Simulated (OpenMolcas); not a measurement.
# Ionisation energies of dysprosium

```
Program             : OpenMolcas
Basis               : ANO-RCC-VTZP [8s7p5d3f2g1h]
Scalar Hamiltonian  : DKH2, point nucleus
Spin-orbit coupling : state interaction with AMFI integrals over the reference wave functions, term energies averaged over their components
```

Active shells in each charge state: the valence f shell, with orbitals averaged over the low states. Where CASPT2's correlated closed shells are named, they are those of the first ion.

A. CASSCF
B. SS-CASPT2, IPEA 0.25 Eh, imaginary shift 0.1 Eh (closed shells correlated: 5s 5p)
C. SS-CASPT2, IPEA 0 Eh, imaginary shift 0.1 Eh (closed shells correlated: 5s 5p)
D. SS-CASPT2, IPEA 0.25 Eh, imaginary shift 0.1 Eh (closed shells correlated: 4d 5s 5p)

Energies in eV between the lowest computed levels, named as in B; reference values from the NIST Atomic Spectra Database with their kind.

| From | To | A | B | C | D | Spin-orbit share in B | Reference |
| --- | --- | --- | --- | --- | --- | --- | --- |
| Dy2+ 4f¹⁰ ⁵I₈ | Dy3+ 4f⁹ ⁶H°_15/2 | 19.077 | 23.694 | 23.806 | 23.877 | +0.206 | 22.890 (semi-empirical) |
| Dy3+ 4f⁹ ⁶H°_15/2 | Dy4+ 4f⁸ ⁷F₆ | 37.773 | 41.322 | 41.418 | 41.442 | +0.219 | 41.230 (semi-empirical) |

The lowest level within the active space need not be the ion's true ground level.

° marks odd parity.
